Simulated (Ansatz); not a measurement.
`O[SiH2]N[SiH](O)Cl` + `C[NH][GeH3]` → `C[N]([GeH3])[SiH2]O` + `N[SiH](O)Cl`  (ligand exchange at the Si–N bond)

Calculated with Ansatz (gas phase, PBE0-D4/def2-TZVP geometries, no zero-point term in ΔE). CCSD(T)/CBS is the MP2 limit (def2-TZVPP, def2-QZVPP) plus CCSD(T) − MP2 in def2-TZVPP, frozen cores. DFT in def2-TZVPP. For Ge outer-core shells are correlated without core-valence functions, which leaves a few kJ/mol of doubt a bond. Scalar relativity is left out up to krypton. Each species was taken in one conformer, which may not be the lowest.

`O[SiH2]N[SiH](O)Cl`:

Z-matrix (Å, degrees):
```
Si
N 1 1.733
O 1 1.638 2 106.9
H 1 1.482 2 113.1 3 116.3
H 1 1.489 2 108.7 3 -122.6
Si 2 1.705 1 124.2 3 -4.5
H 2 1.010 1 118.8 3 171.7
H 3 0.962 1 117.4 2 -43.3
O 6 1.644 2 111.6 1 49.7
Cl 6 2.056 2 106.6 1 170.2
H 6 1.470 2 114.9 1 -68.9
H 9 0.960 6 117.0 2 73.9
```

`C[NH][GeH3]`:

```xyz
10

C     1.278    0.292    0.501
N     0.434   -0.498   -0.376
Ge   -1.349   -0.065   -0.479
H     2.329    0.033    0.349
H     1.057    0.183    1.574
H     1.172    1.352    0.252
H     0.588   -1.488   -0.248
H    -2.011   -1.089   -1.413
H    -1.433    1.358   -1.055
H    -2.064   -0.079    0.895
```

`C[N]([GeH3])[SiH2]O`:

Cartesian coordinates in Å:
```
C -0.467 0.183 -1.516
N -0.090 0.268 -0.113
Ge 1.498 1.145 0.225
Si -0.928 -0.625 1.082
O -0.381 -2.152 1.385
H -1.478 -0.224 -1.615
H 0.208 -0.457 -2.098
H -0.472 1.173 -1.987
H 1.381 2.573 -0.342
H 1.716 1.158 1.742
H 2.658 0.423 -0.490
H -0.765 0.060 2.382
H -2.343 -0.701 0.621
H -0.537 -2.826 0.723
```

`N[SiH](O)Cl`:

```xyz
8

N    -0.795   -0.708   -0.569
Si    0.553    0.081    0.104
O     0.265    1.674    0.301
Cl    0.879   -0.892    1.887
H    -1.005   -1.661   -0.329
H    -1.155   -0.452   -1.474
H     1.813    0.044   -0.660
H    -0.555    1.914    0.739
```

```json
{"level": "PBE-D4", "ΔE (eV)": "-0.06"}
{"level": "B2PLYP", "ΔE (eV)": "-0.06"}
{"level": "PBE0", "ΔE (eV)": "-0.04"}
{"level": "HF/CBS(def2)", "ΔE (eV)": "-0.01"}
```

What does CCSD(T)/CBS give? (Best estimate.)

Ansatz gave: -0.07 eV. The listed levels differ from it by 0.01, 0.01, 0.03, 0.06 eV.

Largest T1 diagnostic among the species: 0.012.

In def2-TZVPP, CCSD(T) changes the Hartree–Fock value by −0.07 eV (the triples alone add −0.01 eV) and MP2 by −0.09 eV.
